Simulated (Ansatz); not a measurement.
A run for Ansatz (a first-principles code): R-CCSD(T)/cc-pVQZ on H2 (SMILES [H][H]).

Ansatz 0.2 input:
```yaml
crystal:
  periodic: [false, false, false]
  atoms:
    - {symbol: H, position_ang: [0.37201263, 0.00000000, -0.00000000]}
    - {symbol: H, position_ang: [-0.37201263, -0.00000000, 0.00000000]}
basis:
  gaussian:
    orbitals: cc-pVQZ
magnetization: {spin_polarized: false}
correlation: {method: ccsd_t, electrons: outside_noble_gas}
scf: {lower_state_search: off}
```

Output:

```
WARN ansatz: RAYON_NUM_THREADS=4 ignored (pool sized by the plan → 4); use --threads N
Functional definition: HF
these checks for a lower state are left out or cut short: stability, starts, cluster_reference, orbital_swaps, neighbouring_geometries, increment
integrals: 0.02 GiB planned
328 factors; integrals over basis functions are off by at most 1.3e-3 eV
mean field: 0.06 GiB planned
mean field evaluation 1: about -30.7566 eV, gradient 3.7e0 eV
mean field evaluation 2: about -30.7562 eV, gradient 3.7e0 eV
mean field evaluation 4: about -30.8420 eV, gradient 6.7e-2 eV
mean field evaluation 8: about -30.8419 eV, gradient 4.0e-7 eV
mean field -30.84194701 eV, -1.1334206473 hartree, gradient 3.9e-7 eV, S^2 0.000000; 0 other end points of the search recorded, 0 dependent functions left out
reference -30.84194701 eV, -1.1334206473 hartree; 1, 1 occupied and 59, 59 virtual orbitals, 328 factors
second order -0.90136293 eV of doubles, -0.00000000 eV of singles
coupled cluster: 0.10 GiB planned
cycle   1  -1.03174440 eV  change   -1.3e-1 eV  update   2.5e-2
cycle   2  -1.09830291 eV  change   -6.7e-2 eV  update   9.1e-3
cycle   3  -1.09839923 eV  change   -9.6e-5 eV  update   1.1e-3
cycle   4  -1.09865730 eV  change   -2.6e-4 eV  update   2.0e-4
cycle   5  -1.09860269 eV  change    5.5e-5 eV  update   2.8e-5
cycle   6  -1.09859980 eV  change    2.9e-6 eV  update   4.5e-6
cycle   7  -1.09859996 eV  change   -1.7e-7 eV  update   5.4e-7
perturbative correction -0.00000000 eV, -0.0000000000 hartree
Total energy: -31.94054698 eV, -1.1737934513 hartree
Checks for a lower state left out: stability, starts, cluster_reference, orbital_swaps, neighbouring_geometries, increment
```

The calculation finished and met its thresholds.

Cost: around 0.7 core-seconds (rough).
